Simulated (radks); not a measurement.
Values are calculated unless marked as measured or tabulated.
Q: Valence configurations of the krypton ion Kr2+ (all share [Ar]). Code: a radial shooting solver on a logarithmic mesh with Libxc functionals. Model: Dirac Kohn-Sham, LDA (Slater exchange, Perdew-Wang correlation), spin-unpolarised, spherical densities, finite nucleus; open shells fill j = l - 1/2 first; Fermi nuclear charge, rms radius 4.1884 fm. Order these by energy: 3d8 4s2 4p6; 3d10 4s1.5 4p4.5; 3d9.5 4s1.5 4p5; 3d9 4s1.5 4p5.5; 3d10 4s0.5 4p5.5; 3d8.5 4s1.5 4p6; 3d9 4s2 4p5; 3d10 4s2 4p4; 3d10 4p6; 3d10 4s1 4p5.

A: From the lowest, in eV above it: 3d10 4s2 4p4 0.000; 3d10 4s1.5 4p4.5 7.701; 3d10 4s1 4p5 15.439; 3d10 4s0.5 4p5.5 23.213; 3d10 4p6 31.024; 3d9.5 4s1.5 4p5 47.174; 3d9 4s2 4p5 81.470; 3d9 4s1.5 4p5.5 89.594; 3d8.5 4s1.5 4p6 135.02; 3d8 4s2 4p6 175.00. NIST lists [Ar] 3d10 4s2 4p4 as the ground configuration; this level of theory agrees among the configurations tried. The energies are those of spherical spin-averaged densities, not of single terms.
